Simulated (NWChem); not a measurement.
The numbers come from NWChem runs, not from measurements. System: C3H4N2, charge -1, spin multiplicity 2, at the geometry of a parent with another charge or spin, in a state set for the comparison that need not be this species' ground state. Its SCF solution wasn't tested for a lower state.

Job file:

```
start mol
memory heap 200 mb stack 900 mb global 1100 mb
charge -1
geometry units angstroms nocenter noautoz
  C      0.891426     0.761743     0.000000
  C      0.983908    -0.612853     0.000000
  N     -0.320022    -1.058359     0.000000
  C     -1.124932     0.046597     0.000000
  N     -0.423665     1.156522     0.000000
  H      1.707040     1.484179     0.000000
  H      1.832151    -1.292749     0.000000
  H     -0.622742    -2.024984     0.000000
  H     -2.213050    -0.026511     0.000000
  symmetry group Cs
end
basis spherical
  * library def2-svpd
end
dft
  xc becke88 perdew86
  odft
  mult 2
  semidirect memsize 60000000 filesize 0
  iterations 100
end
task dft energy
```

The output up to the point where the run's verdict is printed (cleaned and shortened):

```
             Northwest Computational Chemistry Package (NWChem) 7.3.0
             --------------------------------------------------------

                                NWChem Input Module
                                -------------------

 Scaling coordinates for geometry "geometry" by  1.889725989
 (inverse scale =  0.529177249)

 Turning off AUTOSYM since
 SYMMETRY directive was detected!

                             Geometry "geometry" -> ""
                             -------------------------

 Output coordinates in angstroms (scale by  1.889725989 to convert to a.u.)

  No.       Tag          Charge          X              Y              Z
 ---- ---------------- ---------- -------------- -------------- --------------
    1 C                    6.0000     0.89142600     0.76174300     0.00000000
    2 C                    6.0000     0.98390800    -0.61285300     0.00000000
    3 N                    7.0000    -0.32002200    -1.05835900     0.00000000
    4 C                    6.0000    -1.12493200     0.04659700     0.00000000
    5 N                    7.0000    -0.42366500     1.15652200     0.00000000
    6 H                    1.0000     1.70704000     1.48417900     0.00000000
    7 H                    1.0000     1.83215100    -1.29274900     0.00000000
    8 H                    1.0000    -0.62274200    -2.02498400     0.00000000
    9 H                    1.0000    -2.21305000    -0.02651100     0.00000000

 Effective nuclear repulsion energy (a.u.)     162.9753922999

            Nuclear Dipole moment (a.u.)
            ----------------------------
        X                 Y               Z
 ---------------- ---------------- ----------------
     0.0000037795    -0.0000037795     0.0000000000

      Symmetry information
      --------------------

 Group name             Cs
 Group number              2
 Group order               2
 No. of unique centers     9

      Symmetry unique atoms

     1    2    3    4    5    6    7    8    9


 Summary of "ao basis" -> "" (spherical)
 ------------------------------------------------------------------------------
[...]
 Requested integration accuracy:   0.10E-05
 d= 0,ls=0.5,diis    85   -226.0186672150 -5.97D-09  4.55D-05  2.04D-08    74.7
                                                     2.01D-07  1.46D-08
 Grid integrated density:      37.000061129292
 Requested integration accuracy:   0.10E-05
 d= 0,ls=0.5,diis    86   -226.0186672209 -5.96D-09  4.31D-05  1.75D-08    75.6
                                                     9.99D-08  1.24D-08
 Grid integrated density:      37.000061129999
 Requested integration accuracy:   0.10E-05
 d= 0,ls=0.5,diis    87   -226.0186672259 -4.91D-09  3.74D-05  1.52D-08    76.6
                                                     1.31D-07  1.06D-08
 Grid integrated density:      37.000061130762
 Requested integration accuracy:   0.10E-05
 d= 0,ls=0.5,diis    88   -226.0186672305 -4.65D-09  3.09D-05  1.27D-08    77.5
                                                     2.50D-07  8.83D-09
 Grid integrated density:      37.000061131546
 Requested integration accuracy:   0.10E-05
 d= 0,ls=0.5,diis    89   -226.0186672341 -3.63D-09  2.91D-05  1.11D-08    78.3
                                                     1.68D-07  7.59D-09
 Grid integrated density:      37.000061132297
 Requested integration accuracy:   0.10E-05
 d= 0,ls=0.5,diis    90   -226.0186672378 -3.62D-09  2.76D-05  9.20D-09    79.2
                                                     1.27D-07  6.07D-09
 Grid integrated density:      37.000061133077
 Requested integration accuracy:   0.10E-05
 d= 0,ls=0.5,diis    91   -226.0186672408 -3.07D-09  2.69D-05  7.67D-09    80.3
                                                     1.10D-07  5.07D-09
 Grid integrated density:      37.000061133740
 Requested integration accuracy:   0.10E-05
 d= 0,ls=0.5,diis    92   -226.0186672433 -2.49D-09  2.29D-05  6.39D-09    81.3
                                                     2.56D-07  4.15D-09
 Grid integrated density:      37.000061134560
 Requested integration accuracy:   0.10E-05
 d= 0,ls=0.5,diis    93   -226.0186672463 -2.95D-09  2.28D-05  4.66D-09    82.0
                                                     1.55D-07  2.88D-09
 Grid integrated density:      37.000061135348
 Requested integration accuracy:   0.10E-05
 d= 0,ls=0.5,diis    94   -226.0186672486 -2.36D-09  2.20D-05  3.26D-09    82.7
                                                     1.31D-07  1.83D-09
 Grid integrated density:      37.000061136094
 Requested integration accuracy:   0.10E-05
 d= 0,ls=0.5,diis    95   -226.0186672505 -1.91D-09  2.16D-05  2.29D-09    83.4
                                                     7.34D-08  1.15D-09
 Grid integrated density:      37.000061136769
 Requested integration accuracy:   0.10E-05
 d= 0,ls=0.5,diis    96   -226.0186672520 -1.49D-09  2.11D-05  1.62D-09    84.5
                                                     4.09D-08  7.18D-10
 Grid integrated density:      37.000061137333
 Requested integration accuracy:   0.10E-05
 d= 0,ls=0.5,diis    97   -226.0186672531 -1.07D-09  2.00D-05  1.32D-09    85.5
                                                     9.43D-08  5.71D-10
 Grid integrated density:      37.000061137802
 Requested integration accuracy:   0.10E-05
 d= 0,ls=0.5,diis    98   -226.0186672539 -7.78D-10  1.95D-05  1.20D-09    86.3
                                                     1.19D-07  5.61D-10
 Grid integrated density:      37.000061138128
 Requested integration accuracy:   0.10E-05
 d= 0,ls=0.5,diis    99   -226.0186672544 -5.48D-10  1.77D-05  1.24D-09    87.3
                                                     7.08D-08  6.54D-10
 Grid integrated density:      37.000061138475
 Requested integration accuracy:   0.10E-05
 d= 0,ls=0.5,diis   100   -226.0186672550 -5.91D-10  1.65D-05  1.11D-09    88.4
                                                     4.92D-08  5.98D-10
 Grid integrated density:      37.000061138735
 Requested integration accuracy:   0.10E-05
```

The run did not converge; its last values are not results. The next line reads: Calculation failed to converge. NWChem stopped with the message: dft energy failed.
